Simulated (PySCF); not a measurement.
Isomers of C8H10O, from PBE0-D3(BJ)/def2-SVP geometry optimisation, gas phase (PySCF 2.14.0). One conformer each, no zero-point energy, no frequencies.

Task: Which is lower in electronic energy at this level?
A. `[CH3:1][c:2]1[cH:3][cH:4][c:5]([OH:6])[c:7]([CH3:8])[cH:9]1` with C4–C5–O6–H 0° (2,4-xylenol): A = 3026, B = 1303, C = 921.2 MHz, dipole 1.02 D
B. `[CH:1]#[C:2][C@@H:3]([CH2:4][CH3:5])[C:6](=[O:7])[CH:8]=[CH2:9]` with C2–C3–C4–C5 -62°, C2–C3–C6–O7 -130°, C3–C6–C8–C9 177°: A = 2525, B = 1105, C = 822.6 MHz, dipole 2.08 D

Result: A. That is 2,4-xylenol (`c1(ccc(cc1C)C)O`), 75.4 kcal/mol below the other.

| SMILES | mapped SMILES | E (Eh) | relative (kcal/mol) | relative (kJ/mol) | dipole (D) |
| --- | --- | --- | --- | --- | --- |
| Cc1ccc(O)c(C)c1 | [CH3:1][c:2]1[cH:3][cH:4][c:5]([OH:6])[c:7]([CH3:8])[cH:9]1 | -385.39361 | 0.0 | 0.0 | 1.02 |
| C#C[C@@H](CC)C(=O)C=C | [CH:1]#[C:2][C@@H:3]([CH2:4][CH3:5])[C:6](=[O:7])[CH:8]=[CH2:9] | -385.27341 | 75.4 | 315.6 | 2.08 |

As drawn, the lower has an aromatic ring and an O–H bond, which the higher lacks; the higher has a C=O bond, a C≡C bond and a C=C bond outside aromatic rings, which the lower lacks.
